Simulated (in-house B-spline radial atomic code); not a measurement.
## Te IV (Te3+): [Kr] 4d10 5s2 5p1

Computed with a B-spline radial code for spherical atoms: Dirac-Kohn-Sham BHandHLYP, spherical fractional occupations, exact exchange averaged over the configuration, Fermi nucleus of rms radius 4.7423 fm.

Effective charges: Z_r = [3n² - l(l+1)]/(2<r>) from the radius, Z_e = n√(-2ε) from the energy, and Slater's rules. Values are occupation-weighted means over j. An effective charge above Z reflects the relativistic contraction of the inner shells.

```tsv
shell	electrons	ε (eV)	<r> (bohr)	Z_r	Z_e	Slater
1s	2	-31836	0.02781	53.94	48.37	51.70
2s	2	-4956.2	0.1193	50.27	38.17	47.85
2p	6	-4455.6	0.1046	47.82	36.19	47.85
3s	2	-1032.3	0.321	42.05	26.13	40.75
3p	6	-866.67	0.3192	39.16	23.94	40.75
3d	10	-613.2	0.2963	35.43	20.14	30.85
4s	2	-210.17	0.7648	31.38	15.72	24.25
4p	6	-157.33	0.8209	28.02	13.60	24.25
4d	10	-78.494	0.9628	21.81	9.61	12.85
5s	2	-45.088	1.938	19.35	9.10	8.00
5p	1	-34.405	2.242	16.28	7.95	8.00
```

The least bound orbital is 5p3/2 at -34.01 eV, and it is also the most diffuse (<r> = 2.265 bohr).

Spin-orbit splittings of the orbital energies (j = l + 1/2 above j = l - 1/2 when positive): 2p 275.1 eV, 3p 52 eV, 3d 10.8 eV, 4p 9.954 eV, 4d 1.531 eV, 5p 1.196 eV.

For the 1s electron the small component carries 3.66 % of the norm, the zero-frequency Breit interaction raises the level by 76.9 eV, self-energy by 43.9 eV, and vacuum polarisation lowers it by 5.963 eV.
